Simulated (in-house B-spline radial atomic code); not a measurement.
Values are calculated unless marked as measured or tabulated.
## Two electrons in Si: a spherical dot of radius 5.12 nm with hard walls with an ionised donor at its centre

For Si the NSM archive of the Ioffe Institute lists m_l = 0.98 m0, m_t = 0.19 m0 and ε = 11.7; the model takes one isotropic valley with the conductivity mass 3/(1/m_l + 2/m_t) = 0.26 m0, and so misses anisotropy and the other valleys. All triplets below are those of one valley; with several valleys two electrons can form a triplet in the 1s orbital itself, at an energy set by the valley splitting. Real donors also feel a central-cell potential, which shifts the ground state.

Effective-mass model with parabolic bands, a uniform dielectric constant, no image charges, no central-cell or spin-orbit terms. Two-electron levels come from full CI in B-splines with partial waves to l = 5 (up to 0.001 effective hartree above the limit).

Problem. What are the effective units, and what is the potential in them?

Solution. Ha* = 27211.386 meV × 0.26/11.7² = 51.68 meV and a* = 0.0529177 nm × 11.7/0.26 = 2.381 nm. The radius is R = 2.15 a*, with −1/r added.

In these units the lowest s and p orbitals lie at -0.2089 and 1.3005, and their Coulomb and exchange integrals are J_ss = 0.9889, J_sp = 0.8112 and K_sp = 0.1568. Full CI gives 0.4982 for the ground singlet, 1.7297 for the sp triplet, 1.9986 for the sp singlet and 3.2801 for the lowest triplet of two s orbitals.

Problem. What does it cost to add the second electron, to first order and exactly?

Solution. To first order E = 2ε_s + J_ss = 0.5711, so the charging energy E(2) − 2E(1) is J_ss = 51.11 meV. CI gives 0.4982 − 2 × (-0.2089) = 0.9159, or 47.34 meV: relaxation and correlation lower it by 3.77 meV, 7.4 % of J_ss. The s² configuration of one-electron orbitals holds 98.1 % of the state, and the mean radius is 2.3 nm.

Problem. How far above the singlet do the triplets lie?

Solution. To first order the sp triplet lies at ε_s + ε_p + J_sp − K_sp = 1.7460, which is 60.73 meV above 2ε_s + J_ss. CI gives 1.7297 − (0.4982) = 1.2316, or 63.65 meV, 82 % of the orbital spacing of 78.01 meV. The ss triplet lies 143.8 meV up, so the lower of the two is the sp one, and its gap equals k_BT at 739 K. The sp singlet-triplet splitting is 13.9 meV, against 2K_sp = 16.21 meV.
